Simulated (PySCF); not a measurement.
NICS in isomers of C9H9N3.

Definitions: NICS(0) = −σiso at the ring centroid; NICS(1) = −σiso and NICS(1)zz = −σzz at ±1 Å along the ring normal z. Level: GIAO PBE0/pcSseg-1 (PySCF, non-relativistic, gas phase) on the GFN2-xTB geometries, one conformer each. Atom numbers follow the mapped SMILES.

Question: Order these rings by mean NICS(1)zz, lowest (most negative) first (ppm).
A. ring N6–C7–C9–C10–C11–C12 in `[CH2:1]=[CH:2][c:3]1[n:4][n:5][n:6]2[c:7]([CH3:8])[cH:9][cH:10][cH:11][c:12]12`
B. ring C2–C3–C4–C5–C6–C7 in `[CH3:1][c:2]1[cH:3][cH:4][cH:5][cH:6][c:7]1-[n:8]1[cH:9][n:10][cH:11][n:12]1`
C. ring C6–C7–C8–C10–C11–C12 in `[CH2:1]=[CH:2][n:3]1[n:4][n:5][c:6]2[cH:7][c:8]([CH3:9])[cH:10][cH:11][c:12]12`
D. ring N6–C7–C8–N9–N10 in `[cH:1]1[cH:2][cH:3][c:4]([CH2:5][n:6]2[cH:7][cH:8][n:9][n:10]2)[cH:11][cH:12]1`
E. ring N8–N9–C10–C11–N12 in `[CH3:1][c:2]1[cH:3][cH:4][cH:5][cH:6][c:7]1-[n:8]1[n:9][cH:10][cH:11][n:12]1`

Answer: D (-34.1), E (-31.5), C (-28.4), B (-26.9), A (-21.4).

```tsv
SMILES	ring	NICS(0)	NICS(1)	NICS(1)zz	HOMA	rms pucker (Å)	ring atoms with four or more neighbours
c1ccc(Cn2ccnn2)cc1	5-membered ring with 3 N; formal bonds all aromatic	-13.4	-13.3	-34.1	0.95	0.00	0
Cc1ccccc1-n1nccn1	5-membered ring with 3 N; formal bonds all aromatic	-12.3	-12.7	-31.5	0.98	0.00	0
C=Cn1nnc2cc(C)ccc21	6-membered carbocycle; formal bonds all aromatic	-9.9	-11.7	-28.4	0.94	0.00	0
Cc1ccccc1-n1cncn1	6-membered carbocycle; formal bonds all aromatic	-8.7	-10.8	-26.9	0.99	0.00	0
C=Cc1nnn2c(C)cccc12	6-membered ring with N; formal bonds all aromatic	-7.2	-9.1	-21.4	0.87	0.00	0
```

NICS(0) gives the same order. The isotropic NICS(1) gives the same order. Over the 5 rings with a HOMA value its correlation coefficient with NICS(1)zz is -0.65. HOMA uses Krygowski's 1993 parameters. NICS(1) and NICS(1)zz are means over the two faces.
